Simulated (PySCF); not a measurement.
All values below come from B3LYP-D3(BJ)/def2-TZVP in PySCF. All species are isolated molecules in the gas phase. One relaxed conformer stands for a flexible species; it need not be the lowest. B3LYP has the VWN-RPA correlation part, as in Gaussian. Excitations are Tamm–Dancoff values on a coarser integration grid. The basis has no diffuse functions, so Rydberg states are missing or too high.

Reference species (SMILES): `C#C[SiH2]N` (neutral, multiplicity 1).

```
Item                     Result
----------------------  -------
S1 excitation (TDA)     5.92 eV
S1 oscillator strength    0.000
```

Changed species: `C#CN[SiH3]`.

Question: What does the change do to the S1 excitation (TDA) and S1 oscillator strength?

Answer: the S1 excitation (TDA) drops by 0.78 eV, to 5.14 eV; the S1 oscillator strength stays essentially unchanged.
